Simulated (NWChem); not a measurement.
System meant: C2H6ClSn cation; SMILES [Sn+]([CH3])([Cl])[CH3]

The following NWChem deck was run.

```
start job
memory heap 200 mb stack 900 mb global 1100 mb
charge 1
geometry units angstroms noautoz
  Sn    -0.000276     0.248089     0.002602
  C     -1.959446     1.050646     0.002964
  H     -2.154801     1.456465    -1.002160
  H     -2.014218     1.858620     0.747133
  H     -2.660684     0.238061     0.235264
  C      1.955514     1.059004    -0.001999
  H      2.051039     1.733317    -0.866455
  H      2.669838     0.227388    -0.063499
  H      2.091860     1.629692     0.929502
  Cl     0.003457    -2.047306    -0.001704
end
basis spherical
  * library def2-svp
end
ecp
  Sn library def2-ecp
end
dft
  xc b3lyp
  iterations 4
  mulliken
end
task dft energy
```

End of the output:

```
    Atom       Charge   Shell Charges
 -----------   ------   -------------------------------------------------------
    1 Sn  22    21.17   1.18  0.78  0.83  0.39  3.01  2.84  1.18  0.60  9.46  0.90
    2 C    6     6.17   1.97  0.60  0.34  1.83  1.40  0.04
    3 H    1     0.92   0.61  0.24  0.07
    4 H    1     0.93   0.61  0.24  0.07
    5 H    1     0.92   0.61  0.24  0.07
    6 C    6     6.17   1.97  0.60  0.34  1.83  1.40  0.04
    7 H    1     0.92   0.61  0.24  0.07
    8 H    1     0.92   0.61  0.24  0.07
    9 H    1     0.92   0.61  0.24  0.07
   10 Cl  17    16.94   2.00  1.96  1.07  0.79  5.82  2.23  3.05  0.02

 center of mass
 --------------
 x =   0.00011679 y =  -0.04375207 z =   0.00058331

 moments of inertia (a.u.)
 ------------------
         695.283956068282           0.000000000000           0.000000000000
           0.000000000000         453.385854493178          -0.000000000000
           0.000000000000          -0.000000000000        1125.369279792643

     Multipole analysis of the density
     ---------------------------------

     L   x y z        total         alpha         beta         nuclear
     -   - - -        -----         -----         ----         -------
     0   0 0 0      1.000000    -28.000000    -28.000000     57.000000

     1   1 0 0     -0.002737     -0.004456     -0.004456      0.006176
     1   0 1 0      1.590953      8.167727      8.167727    -14.744500
     1   0 0 1     -0.007215      0.030157      0.030157     -0.067528

     2   2 0 0    -27.287584   -151.971058   -151.971058    276.654532
     2   1 1 0      0.017759     -0.031701     -0.031701      0.081160
     2   1 0 1      0.052877     -0.015607     -0.015607      0.084090
     2   0 2 0    -31.592948   -188.591627   -188.591627    345.590306
     2   0 1 1     -0.021454      0.044827      0.044827     -0.111107
     2   0 0 2    -32.302563    -21.930848    -21.930848     11.559133

 ------------------------------------------------------------------------
 dft energy failed                                                                                  0
 ------------------------------------------------------------------------
 ------------------------------------------------------------------------
  current input line :
    27: task dft energy
 ------------------------------------------------------------------------
 ------------------------------------------------------------------------
 This type of error is most commonly associated with calculations not reaching convergence criteria
 ------------------------------------------------------------------------
 For more information see the NWChem manual at https://nwchemgit.github.io

0:dft energy failed:Received an Error in Communication
```

Problem. What is wrong, and how is it mended?

Solution. The run did not converge; its last values are not results. Cause: the SCF was allowed too few iterations. This input runs:
```
start job
memory heap 200 mb stack 900 mb global 1100 mb
charge 1
geometry units angstroms noautoz
  Sn    -0.000276     0.248089     0.002602
  C     -1.959446     1.050646     0.002964
  H     -2.154801     1.456465    -1.002160
  H     -2.014218     1.858620     0.747133
  H     -2.660684     0.238061     0.235264
  C      1.955514     1.059004    -0.001999
  H      2.051039     1.733317    -0.866455
  H      2.669838     0.227388    -0.063499
  H      2.091860     1.629692     0.929502
  Cl     0.003457    -2.047306    -0.001704
end
basis spherical
  * library def2-svp
end
ecp
  Sn library def2-ecp
end
dft
  xc b3lyp
  iterations 150
  mulliken
end
task dft energy
```
It converges to -753.96694 Ha (B3LYP/def2-SVP with def2 effective core potentials on Sn).
